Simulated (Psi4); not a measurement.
H₂O₂, charge +1, doublet, at a GFN2-xTB geometry (a state made from the parent by changing its charge; the spin is typed, not shown lowest). Base run: CCSD(T)/cc-pVDZ in Psi4.

Here is a job for Psi4.
```
memory 2 GB

molecule mol {
1 2
  O     0.000290    0.645224   -0.012142
  O    -0.000290   -0.645224    0.012142
  H     0.943111    0.994035   -0.033962
  H    -0.943111   -0.994035    0.033962
}

set basis cc-pvdz
set reference uhf

energy('ccsd(t)')
print_variables()
```

The base run was repeated with changes; each row names its change, and settings that it needs were set with it.

```
change            ΔE vs base (mEh)  MP2 correlation (Eh)  basis functions        outcome
----------------  ----------------  --------------------  ---------------  -------------
base                         0.000              -0.37567               38      converged
method = mp2                   [?]              -0.37562               38      converged
method = cisd                    -                     -                -  input refused
method = mp2.5              19.402              -0.37562               38      converged
method = ccsd               10.108              -0.37567               38      converged
method = lccd                4.678              -0.37567               38      converged
freeze_core = on             3.845              -0.37143               38      converged
method = omp2               15.050              -0.37562               38      converged
method = scs-mp2               [?]              -0.37567               38      converged
cc_type = df                     -                     -                -  input refused
```

Question: What belongs in the gaps?

Answer: 
- method = mp2, ΔE vs base (mEh): 21.757
- method = scs-mp2, ΔE vs base (mEh): 33.686

Open shells are given as the SCF converged; they aren't shown to be the lowest states, and a large step between rows can be another state.

- method = cisd: ended with `psi4.driver.p4util.exceptions.MissingMethodError: Method=cisd is not available for any derivative level under conditions CI_TYPE=CONV, REFERENCE=UHF, FREEZE_CORE=FALSE, QC_MODULE=(auto). See https://psicode.org/psi4manual/master/introduction.html#ss-cisd. Or d`
- cc_type = df: ended with `psi4.driver.p4util.exceptions.MissingMethodError: Method=ccsd(t) is not available for any derivative level under conditions CC_TYPE=DF, REFERENCE=UHF, FREEZE_CORE=FALSE, QC_MODULE=(auto). See https://psicode.org/psi4manual/master/introduction.html#ss-ccsd-prt-`
